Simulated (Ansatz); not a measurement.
Consider the substitution at a C–Sn bond: `B[CH2][SnH2][CH3]` + `N1[SiH2][AsH]1` → `C[As]1N[SiH2]1` + `B[CH2][SnH3]`.

Isolated molecules relaxed with PBE0-D4/def2-TZVP in Ansatz; ΔE leaves out vibrations. CCSD(T)/CBS is the MP2 limit (def2-TZVPP, def2-QZVPP) plus CCSD(T) − MP2 in def2-TZVPP, frozen cores. Functionals use def2-TZVPP. B3LYP here is the variant with VWN-RPA as its local correlation; programs differ in this. Elements past krypton have def2 core potentials. For As, Sn outer-core shells are correlated without core-valence functions, which leaves a few kJ/mol of doubt a bond. Scalar relativity is left out up to krypton. Each species was taken in one conformer, which may not be the lowest.

`B[CH2][SnH2][CH3]`:

```xyz
13

B    -2.098    0.215    0.334
C    -0.919   -0.098    1.225
Sn    0.367   -0.761   -0.449
C     1.947    0.666   -0.620
H    -2.181    1.282   -0.212
H    -2.916   -0.625    0.081
H    -0.340    0.722    1.651
H    -0.960   -0.963    1.885
H    -0.496   -0.872   -1.921
H     0.942   -2.313   -0.025
H     2.511    0.708    0.312
H     2.620    0.389   -1.432
H     1.525    1.649   -0.828
```

`N1[SiH2][AsH]1`:

Z-matrix (Å, degrees):
```
Si
As 1 2.291
N 1 1.719 2 56.1
H 1 1.479 2 124.2 3 99.6
H 1 1.483 2 117.7 3 -109.2
H 2 1.529 1 95.8 3 -89.7
H 3 1.010 1 125.3 2 -110.6
```

`C[As]1N[SiH2]1`:

```xyz
10

C     0.612    1.313   -0.772
As    1.243   -0.518   -0.335
N    -0.407   -1.509   -0.382
Si   -0.370   -0.977    1.241
H    -0.378    1.519   -0.364
H     0.589    1.425   -1.857
H     1.326    2.033   -0.365
H    -1.083   -1.391   -1.120
H    -0.287   -2.037    2.273
H    -1.245    0.142    1.679
```

`B[CH2][SnH3]`:

```xyz
10

B    -0.752   -1.279   -0.253
C     0.093   -0.289   -1.025
Sn    0.453    1.012    0.721
H    -0.238   -2.195    0.327
H    -1.933   -1.108   -0.131
H    -0.388    0.378   -1.740
H     1.097   -0.574   -1.337
H     2.139    1.079    0.958
H    -0.296    0.428    2.138
H    -0.175    2.549    0.341
```

```tsv
level	ΔE (kcal/mol)
r2SCAN-D4	2.7
B3LYP-D4	2.2
ωB97X-V	2.3
ωB97M-V	2.4
PBE	2.6
PBE0	2.5
HF/def2-TZVPP	2.4
CCSD/CBS(def2)	4.3
```

**Question.** What does CCSD(T)/CBS give? (Estimate.)

**Answer.** Ansatz gave: +4.2 kcal/mol. The listed levels differ from it by -1.5, -2.0, -1.9, -1.8, -1.6, -1.7, -1.8, 0.1 kcal/mol.

Largest T1 diagnostic among the species: 0.013.
